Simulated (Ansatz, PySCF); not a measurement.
Reaction R1 → 2 P1, each structure at its B3LYP-D3(BJ)/def2-TZVP stationary point, reached from a drawn start (curvature not checked).
P1: N atom, charge 0, multiplicity 4.
R1: N2 (SMILES N#N), charge 0, multiplicity 1.

P less R. No zero-point or thermal terms; singlets are restricted closed shells; open shells are unrestricted.

Cores are frozen in the correlated methods.

The values were computed with Ansatz (a first-principles code); PySCF for M06-2X. Each number belongs to the level named beside it.

```csv
level,reaction energy (eV)
revPBE/def2-TZVPP,10.127
PBE0/def2-TZVPP,9.760
BHLYP/def2-TZVPP,8.990
M06-2X/def2-TZVPP,9.839
MP2/cc-pVDZ,9.129
SCS-MP2/cc-pVDZ,9.111
CCSD(T)/cc-pVDZ,8.634
CCSD(T)/cc-pVTZ,___
CCSD(T)/cc-pVQZ,___
```

Problem. What belongs in the gaps?

Solution. 
- CCSD(T)/cc-pVTZ, reaction energy (eV): 9.363
- CCSD(T)/cc-pVQZ, reaction energy (eV): 9.647
